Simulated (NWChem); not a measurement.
Molecule: CH₃Si, doublet; SMILES C=[SiH]

All runs: NWChem. Spin-unrestricted. Medium grid unless said otherwise, to which SCAN and Minnesota functionals are sensitive. Structure relaxed at the PBE-D3(BJ)/def2-SVP, spin-unrestricted level. No stability test was run on the SCF state. B3LYP is NWChem's, with the RPA form of VWN correlation. Total energies of different functionals are on different scales.

```csv
level,energy (Ha),highest occupied level (eV),"lowest empty minus highest occupied level, either spin (eV)",dipole (D),<S²>
B3LYP/def2-SVP,-329.1895,-6.28,2.76,0.52,0.765
PBE/def2-SVP,-328.9619,-5.52,1.48,0.39,0.765
KT2/def2-SVP,-332.4009,-5.49,1.53,0.39,0.777
M05-2X/def2-SVP,-329.1477,-7.57,4.63,0.61,0.760
PBE0/def2-SVP,-328.9936,-6.53,3.42,0.52,0.787
revPBE/def2-SVP,-329.1017,-5.48,1.56,0.40,0.768
RPBE/def2-SVP,-329.1506,-5.48,1.55,0.40,0.768
```
